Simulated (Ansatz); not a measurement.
Results of the Gaussian-basis code of Ansatz.

A structure relaxed at PBE0-D4/def2-TZVP, charge 0, multiplicity 1:

```json
{"atom": "C1", "x (Å)": "0.049", "y (Å)": "-0.114", "z (Å)": "-2.249"}
{"atom": "C2", "x (Å)": "-0.004", "y (Å)": "-0.007", "z (Å)": "-0.808"}
{"atom": "C3", "x (Å)": "-0.046", "y (Å)": "0.079", "z (Å)": "0.397"}
{"atom": "Si4", "x (Å)": "-0.111", "y (Å)": "0.213", "z (Å)": "2.196"}
{"atom": "Cl5", "x (Å)": "0.864", "y (Å)": "-1.380", "z (Å)": "3.055"}
{"atom": "H6", "x (Å)": "-0.907", "y (Å)": "-0.461", "z (Å)": "-2.648"}
{"atom": "H7", "x (Å)": "0.823", "y (Å)": "-0.822", "z (Å)": "-2.553"}
{"atom": "H8", "x (Å)": "0.277", "y (Å)": "0.855", "z (Å)": "-2.701"}
{"atom": "H9", "x (Å)": "0.567", "y (Å)": "1.449", "z (Å)": "2.645"}
{"atom": "H10", "x (Å)": "-1.513", "y (Å)": "0.188", "z (Å)": "2.665"}
```

(1) Give its formula and SMILES.

(2) Summarise the bond lengths by kind.

Answers

(1) C3H5ClSi, `CC#C[SiH2]Cl`.

(2) 2 × C–C 1.209 to 1.446 Å; 3 × C–H 1.093 Å; 1 × C–Si 1.804 Å; 1 × Cl–Si 2.056 Å; 2 × H–Si 1.479 Å.
